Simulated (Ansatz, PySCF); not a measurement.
Species: dibromogermane, GeH2Br2, charge 0, multiplicity 1. SMILES: [Br][GeH2][Br]
Structure (B3LYP-D3(BJ)/def2-TZVP (Ansatz, a program for electronic structure) minimum search):
```xyz
5

Br    -1.8636     0.5473    -0.0220
Ge    -0.0442    -0.8853     0.0318
Br     1.9089     0.3594    -0.0106
H     -0.0867    -1.6577     1.3521
H     -0.0835    -1.7507    -1.2296
```

Wanted: vertical triplet-singlet gap, E(triplet) - E(singlet), in eV. Conventions: non-relativistic; each state is the SCF solution reached for its charge and spin; LANL2DZ with its own core potentials from Na on; 6-31G* and kin with 6d, 5d where marked; no dispersion term unless named; no spin-orbit coupling; open shells spin-unrestricted; valence correlation only (noble-gas shells and the d and f shells of earlier blocks). Ab initio and DFT rows: single points at B3LYP-D3(BJ) geometries (Ansatz). Levels can end on unlike triplets.

| level | program | vertical triplet-singlet gap, E(triplet) - E(singlet) (eV) |
|---|---|---|
| HF/6-31G* | Ansatz | 5.77 |
| PBE/6-31G* | Ansatz | 4.84 |
| B3LYP/3-21G | Ansatz | 5.40 |
| B3LYP/6-31G* | Ansatz | 5.20 |
| B3LYP/6-31G* with LANL2DZ past Ar | Ansatz | 5.20 |
| M06-2X/6-31G* with LANL2DZ past Ar (5d) | PySCF | 5.71 |
| MP2/6-31G* | Ansatz | 6.14 |
| MP2/6-31G* with LANL2DZ past Ar | Ansatz | 5.92 |
| PBE/def2-TZVPD | Ansatz | 4.80 |
| wB97M-V/def2-TZVPD | Ansatz | 5.72 |

No value to compare with is used here. The 8 habitual levels span 4.84 (PBE/6-31G*) to 6.14 eV (MP2/6-31G*); wB97M-V/def2-TZVPD gives 5.72.

The levels are drawn from those run, B3LYP/6-31G* more often than the rest, none by its result; left out are runs that failed, that the program found above a lower state of the same kind, or whose <S^2> lies over 0.5 above the pure value.
